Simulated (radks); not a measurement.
Q: Species: P. Configuration: [Ne] 3s2 3p3. All-electron calculation, non-relativistic Kohn-Sham, PBEsol, spin-unpolarised, spherical densities, point nucleus. Program: a radial shooting solver on a logarithmic mesh with Libxc functionals. Some entries of the table are withheld. Estimate them.

| orbital | occ. | eigenvalue (eV) | <r^2> (bohr^2) |
|---|---|---|---|
| 1s | 2 | (1) | 0.01458 |
| 2s | 2 | -172.6423 | 0.3254 |
| 2p | 6 | (2) | 0.2968 |
| 3s | 2 | -13.8431 | 4.219 |
| 3p | 3 | -5.4904 | 6.763 |

A: 
(1) 1s eigenvalue (eV): -2073.931
(2) 2p eigenvalue (eV): -124.3452
